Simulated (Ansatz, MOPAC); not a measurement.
Spectroscopic constants of LaCl, closed-shell singlet (lowest of 2S+1 = 1, 3, 5 at CCSD(T)/def2-TZVPP on PBE0 minima; our sources give no spin for the ground state, which may be another). No spin–orbit coupling.

Constants: fifth-degree fit in 1/R to seven points, most abundant isotopes. In def2 and cc sets the state is the lowest found near the PBE0 minimum, followed along R. The singlet is held restricted.

Correlated levels freeze the inner cores; with def2 sets outer-core shells near the valence are correlated too. CBS: X⁻³ extrapolation of the correlation energy, Hartree–Fock from the larger set. The state that AM1 reach isn't checked.

Programs: Ansatz (a first-principles code) with Gaussian orbitals; MOPAC for AM1 (differences of heats of formation). Values without a source in brackets are computed. In def2 rows elements past Kr take small-core potentials, without spin–orbit coupling.

Q: What bond length and harmonic frequency does AM1 give?

A: r_e = 2.500 Å, ω_e = 696 cm⁻¹.

Q: What bond length and harmonic frequency does CAM-B3LYP/def2-TZVPP give?

A: r_e = 2.541 Å, ω_e = 342 cm⁻¹.

Q: What bond length and harmonic frequency does CCSD(T)/CBS(def2-TZVPP, def2-QZVPP) give?

A: r_e = 2.526 Å, ω_e = 345 cm⁻¹.

Doubts at one or more of the structures used: a restricted determinant that unrestricted orbitals would lower (CCSD(T)/CBS(def2-TZVPP, def2-QZVPP)).
